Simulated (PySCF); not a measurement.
FOS, SMILES [S](=O)F, multiplicity 2. Atoms are numbered in the order given.

```xyz
3

O      0.5151    -1.2066     0.0000
S     -0.4566    -0.1200     0.0000
F      0.3538     1.2859     0.0000
```
Charge 0, spin multiplicity 2.

Geometry: B3LYP-D3(BJ)/def2-TZVP. The isomer is the one that the SMILES or the coordinates give; other isomers of the formula were not compared.

These are PBE/pcH-1 run with PySCF values and carry that method's errors.

Unrestricted Kohn–Sham, ⟨S²⟩ = 0.752. Hyperfine tensors hold the contact and dipolar terms, without spin-orbit corrections.

Q: Estimate the hyperfine couplings. (An estimate is asked for; the answer gives what the named calculation found.)

A: 
```tsv
nucleus	A(iso) (MHz)	A(iso) (G)	dipolar principal values (MHz)
17O no. 1	-14.4	-5.1	-133.3, 66.1, 67.3
33S no. 2	2.3	0.8	-61.5, -57.4, 118.9
19F no. 3	30.1	10.7	-159.7, -154.0, 313.7
```

Q: And the g tensor (effective nuclear charges for spin-orbit coupling, GIAO)? (The exact figures need the calculation; the answer reports its results.)

A: principal values 1.9974, 2.0020, 2.0129; isotropic 2.0041.
